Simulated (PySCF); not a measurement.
Job file and geometry (Å, from GFN2-xTB) of an NMR shielding run on SMILES C=CS[SiH2]SCC#N, C₄H₇NS₂Si, GIAO PBE0/pcSseg-1 NMR shielding, non-relativistic, gas phase in PySCF 2.14.0, density-fitted response routines; density fitting, a coarse starting grid and PySCF grid level 2 are the driver's defaults:

```
$ OMP_NUM_THREADS=1 python probes_run.py task.json out

{"job": {"kind": "nmr", "xc": "PBE0", "basis": "pcSseg-1"}, "charge": 0, "multiplicity": 1}
C     -3.033024     0.806908    -0.189269
C     -3.029753    -0.499604    -0.378664
S     -1.654588    -1.586354    -0.436781
Si     0.025301    -0.311371    -0.095043
S      1.697112    -1.652225    -0.126811
C      3.060884    -0.440655    -0.368182
C      2.974369     0.628552     0.577681
N      2.858071     1.478154     1.334180
H     -2.136731     1.381921    -0.037756
H     -3.962324     1.349855    -0.178909
H     -3.942944    -1.054712    -0.528591
H      0.200154     0.630060    -1.194980
H     -0.057679     0.333006     1.205459
H      3.985953    -1.001207    -0.228064
H      3.010784    -0.054338    -1.387491
```

**Question.** Write the output of this run.

**Answer.** 
```
coarse grid: 14624 points
cycle   1  E = -1296.4133339163  dE =  9.900e-01  |g| = 5.059e-01  |ddm| = 3.757e+00
cycle   2  E = -1296.2527269094  dE =  1.606e-01  |g| = 9.952e-01  |ddm| = 1.313e+00
cycle   3  E = -1296.4760571386  dE = -2.233e-01  |g| = 1.470e-01  |ddm| = 8.170e-01
cycle   4  E = -1296.4807787925  dE = -4.722e-03  |g| = 4.498e-02  |ddm| = 1.691e-01
cycle   5  E = -1296.4812346290  dE = -4.558e-04  |g| = 1.360e-02  |ddm| = 5.479e-02
cycle   6  E = -1296.4812811760  dE = -4.655e-05  |g| = 4.833e-03  |ddm| = 1.810e-02
cycle   7  E = -1296.4812869183  dE = -5.742e-06  |g| = 1.461e-03  |ddm| = 6.206e-03
final grid: 128848 points
cycle   8  E = -1296.5317682906  dE = -2.245e-05  |g| = 8.720e-03  |ddm| = 2.812e-02
cycle   9  E = -1296.5317524541  dE =  1.584e-05  |g| = 1.149e-02  |ddm| = 1.878e-02
cycle  10  E = -1296.5317869652  dE = -3.451e-05  |g| = 7.900e-04  |ddm| = 1.233e-02
cycle  11  E = -1296.5317871371  dE = -1.720e-07  |g| = 2.152e-04  |ddm| = 1.154e-03
cycle  12  E = -1296.5317871459  dE = -8.800e-09  |g| = 1.174e-04  |ddm| = 2.963e-04
cycle  13  E = -1296.5317871491  dE = -3.182e-09  |g| = 3.915e-05  |ddm| = 1.101e-04
cycle  14  E = -1296.5317871494  dE = -3.215e-10  |g| = 1.325e-05  |ddm| = 4.041e-05
converged SCF energy = -1296.5317871494

GIAO shielding tensors (ppm)
atom      isotropic    diamagn.    paramagn.     s11        s22        s33       span
  0 C       68.492     257.637    -189.145    -38.510     82.782    161.204    199.715
  1 C       49.541     258.750    -209.210    -61.034     57.695    151.961    212.995
  2 S      600.272    1060.301    -460.029    410.504    534.828    855.484    444.980
  3 Si     363.834     881.592    -517.758    340.403    350.945    400.154     59.751
  4 S      657.470    1059.380    -401.910    526.266    544.262    901.882    375.616
  5 C      171.720     253.780     -82.059    161.945    170.165    183.052     21.107
  6 C       67.017     263.668    -196.650    -51.180    -42.325    294.557    345.737
  7 N      -42.215     339.285    -381.500   -209.713   -190.908    273.975    483.688
  8 H       26.559      34.014      -7.455     24.097     24.297     31.284      7.187
  9 H       26.178      27.464      -1.286     23.593     24.594     30.347      6.753
 10 H       25.376      28.230      -2.854     21.591     25.321     29.215      7.624
 11 H       26.246      32.203      -5.957     22.148     25.889     30.700      8.552
 12 H       25.857      32.517      -6.660     21.376     25.809     30.387      9.012
 13 H       28.507      26.421       2.086     22.248     26.375     36.898     14.650
 14 H       28.396      29.782      -1.386     22.600     27.074     35.516     12.916
```

**Question.** Turn these shieldings into chemical shifts. δ = σ(ref) − σ, references computed at the same level: 13C (σref 186.93), 29Si (σref 349.16), 1H (σref 31.72) against TMS; 33S (σref 503.73) against CS2; 15N (σref 267.73) against NH3.

**Answer.** Averaging equivalent atoms: C 1: 137.4; C 6: 119.9; C 0: 118.4; C 5: 15.2; S 2: -97; S 4: -154; Si 3: -14.7; N 7: 309.9; H 10: 6.34; H 11/12: 5.67; H 9: 5.54; H 8: 5.16; H 13/14: 3.27 ppm. Experimental scales use liquid or dissolved standards, which lie at an offset from isolated NH3 (liquid NH3: subtract about 20 ppm). Unscaled 15N shifts of sp2 nitrogen come out 20 to 40 ppm too high even then.

Size and cost of the density-fitted run: 192 basis functions, 23 s wall time on 1 thread of an Intel Xeon 6975P-C, shared host; peak memory 0.78 GiB.
